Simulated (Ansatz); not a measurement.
Calculated with Ansatz (gas phase, PBE0-D4/def2-TZVP geometries, no zero-point term in ΔE). CCSD(T)/CBS adds triple-zeta CCSD(T) − MP2 to the extrapolated MP2 energy (def2 sets, frozen cores). This one scheme is used for every species. Functionals use def2-TZVPP. B3LYP here is the variant with VWN-RPA as its local correlation; programs differ in this. For Se outer-core shells are correlated without core-valence functions, which leaves a few kJ/mol of doubt a bond. Scalar relativity is left out up to krypton. One conformer a species, not always the lowest.

Reaction (formal exchange of groups at the Se–B bond): `C[Se]B1CO1` + CH₄ → dimethyl selenide + `B1CO1`

`C[Se]B1CO1`:

Cartesian coordinates in Å:
```
C 0.824 -0.776 1.591
Se 1.593 0.609 0.444
B 0.169 0.745 -0.808
C -1.167 0.462 -1.456
O -0.135 1.440 -1.909
H 1.522 -0.915 2.414
H 0.722 -1.704 1.033
H -0.138 -0.447 1.973
H -2.083 0.942 -1.125
H -1.307 -0.356 -2.157
```

CH₄:

```xyz
5

C     0.000    0.000    0.000
H     0.081   -0.296   -1.046
H    -1.001    0.386    0.192
H     0.736    0.774    0.217
H     0.184   -0.865    0.637
```

`C[Se]C`:

```xyz
9

C    -1.324    0.063   -0.594
Se    0.229    1.209   -0.398
C     1.326   -0.051    0.589
H    -1.066   -0.835   -1.154
H    -2.071    0.630   -1.148
H    -1.726   -0.202    0.384
H     0.848   -0.313    1.533
H     1.507   -0.945   -0.006
H     2.276    0.443    0.793
```

`B1CO1`:

Z-matrix (Å, degrees):
```
C
O 1 1.500
B 1 1.510 2 52.3
H 1 1.086 2 112.6 3 -114.3
H 1 1.086 2 112.6 3 114.3
H 3 1.183 1 159.3 2 180.0
```

| level | ΔE (kJ/mol) |
| --- | --- |
| B3LYP-D4 | 112.9 |
| B2PLYP | 112.1 |
| r2SCAN | 119.1 |
| HF/def2-TZVPP | 104.1 |
| MP2/def2-TZVPP | 117.1 |
| CCSD/def2-TZVPP | 111.4 |
| CCSD(T)/def2-TZVPP | 113.5 |
| MP2/CBS(def2) | 115.9 |

Question: What does CCSD(T)/CBS give? (An estimate is asked.)

Answer: The calculation gave: +112.3 kJ/mol. The listed levels differ from it by 0.6, -0.2, 6.8, -8.2, 4.8, -0.9, 1.2, 3.6 kJ/mol.

Largest T1 diagnostic among the species: 0.016.

In def2-TZVPP, CCSD(T) changes the Hartree–Fock value by +9.4 kJ/mol (the triples alone add +2.1 kJ/mol) and MP2 by +13.0 kJ/mol.
